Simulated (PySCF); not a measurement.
Job for PySCF: R-BP86/6-31G* on C2H8Ge (SMILES C[CH2][GeH3]), a point of a torsion scan.

```python
from pyscf import gto, scf, dft, mp
from pyscf.data.elements import chemcore

mol = gto.M(
    atom='''
    C    -1.33726141    0.56309062    0.17748890
    C    -0.36831076   -0.60440950   -0.02788087
    Ge   -0.27732749   -1.20773326   -1.90531771
    H    -2.05735934    0.62811179   -0.63790534
    H    -0.79520345    1.50711241    0.18984051
    H    -1.87800133    0.47366291    1.11609542
    H    -0.69355930   -1.46241050    0.56550091
    H     0.62568092   -0.34429437    0.33610281
    H     0.14204456   -0.11051136   -2.83212707
    H    -1.62350907   -1.66727788   -2.36792355
    H     0.68134058   -2.34247078   -2.08736640
    ''',
    basis='6-31g*',
    cart=True,
    charge=0, spin=0, verbose=3, max_memory=1800)
mf = dft.RKS(mol, xc='b88,p86')
mf.conv_tol = 1e-8
mf.max_cycle = 100
mf.kernel()
if not mf.converged:
    mf = mf.newton().run(mf.mo_coeff, mf.mo_occ)
```

The log:

```
converged SCF energy = -2157.99418315667
```

Self-consistency was reached.

Cost: about 8 core-seconds (a rough figure).
